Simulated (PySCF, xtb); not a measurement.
H3InO2, SMILES [OH][InH][OH]. One conformer was computed; it need not be the lowest.

Harmonic wavenumbers (cm⁻¹) from GFN2-xTB (xtb) at its own minimum, in rising order: 132, 257, 304, 341, 404, 430, 464, 640, 721, 1651, 3593, 3670.

Task: What does PySCF with B3LYP-D3(BJ)/def2-TZVP give at its own minimum? (An estimate is asked for; the answer gives what the named calculation found.)

Result: 136, 302, 343, 402, 427, 583, 600, 778, 832, 1873, 3815, 3831. Paired by order, the mean absolute difference is 110 cm⁻¹ and the zero-point energies are 18.0 and 19.9 kcal/mol.
